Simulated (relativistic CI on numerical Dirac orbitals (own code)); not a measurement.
**Inner-shell lines of La⁴⁵⁺**

These numbers are calculated, not measured: Dirac-Coulomb-Breit CI, separate exchange-only KLI orbitals for each configuration, a model potential for QED, valence Slater integrals scaled by 0.9 (own radial code, finite nucleus).

Configuration list (outside the closed core 2s2 2p6): 1s²3s², 1s3s²3p, 1s3s²4p, 1s3s3p4p, 1s²3s3p, 1s3s3p². Levels of other configurations are missing.

The table holds the strongest lines. The upper levels have an inner-shell vacancy. Auger decay, open to those above the ionisation limit, is not computed, and radiative decays to configurations outside the model are missing too. Absolute energies can be off by a few tenths of a per cent, and at this charge the scaling can make term splittings too narrow, so close lines can change order. LS names give the leading component, which can be well under half, for lower levels too. Brackets number the levels in order of energy.

| E (eV) | Upper | Lower | A (s⁻¹) | gA (s⁻¹) |
| --- | --- | --- | --- | --- |
| 38374.4 | 1s3s3p² ³D3 [13] | 1s²3s3p ³P°2 [4] | 6.95e+14 | 4.86e+15 |
| 38375.8 | 1s3s3p² ³D1 [16] | 1s²3s3p ¹P°1 [5] | 6.78e+14 | 2.03e+15 |
| 38377.2 | 1s3s²3p ³P°1 [6] | 1s²3s² ¹S0 [1] | 8.20e+14 | 2.46e+15 |
| 38377.6 | 1s3s3p² ³P1 [14] | 1s²3s3p ³P°2 [4] | 7.93e+14 | 2.38e+15 |
| 38379.5 | 1s3s3p² ¹D2 [18] | 1s²3s3p ¹P°1 [5] | 6.76e+14 | 3.38e+15 |
| 38391.3 | 1s3s3p² ³D2 [15] | 1s²3s3p ³P°2 [4] | 4.50e+14 | 2.25e+15 |
| 38484.1 | 1s3s3p² ⁵P3 [20] | 1s²3s3p ³P°2 [4] | 6.25e+14 | 4.37e+15 |
| 38486.3 | 1s3s3p² ³P1 [14] | 1s²3s3p ³P°0 [2] | 1.41e+15 | 4.23e+15 |
| 38490.2 | 1s3s3p² ³D2 [15] | 1s²3s3p ³P°1 [3] | 1.75e+15 | 8.76e+15 |
| 38497.9 | 1s3s²3p ¹P°1 [11] | 1s²3s² ¹S0 [1] | 1.83e+15 | 5.49e+15 |
| 38498.4 | 1s3s3p² ¹P1 [24] | 1s²3s3p ¹P°1 [5] | 2.52e+15 | 7.56e+15 |
| 38501.4 | 1s3s3p² ³P2 [21] | 1s²3s3p ³P°2 [4] | 2.24e+15 | 1.12e+16 |
| 38502.4 | 1s3s3p² ³D1 [16] | 1s²3s3p ³P°1 [3] | 1.20e+15 | 3.59e+15 |
| 38515.6 | 1s3s3p² ³S1 [22] | 1s²3s3p ³P°2 [4] | 1.17e+15 | 3.50e+15 |
| 40053.2 | 1s3s3p4p ³D3 [45] | 1s²3s3p ³P°2 [4] | 2.87e+14 | 2.01e+15 |
| 40094.6 | 1s3s3p4p ³D2 [39] | 1s²3s3p ³P°1 [3] | 3.94e+14 | 1.97e+15 |
| 40100.5 | 1s3s3p4p ³D3 [54] | 1s²3s3p ³P°2 [4] | 3.81e+14 | 2.66e+15 |
| 40104.1 | 1s3s3p4p ³S1 [55] | 1s²3s3p ³P°2 [4] | 6.76e+14 | 2.03e+15 |
| 40111.8 | 1s3s3p4p ³D3 [56] | 1s²3s3p ³P°2 [4] | 2.95e+14 | 2.06e+15 |
| 40113.2 | 1s3s²4p ¹P°1 [29] | 1s²3s² ¹S0 [1] | 6.99e+14 | 2.10e+15 |
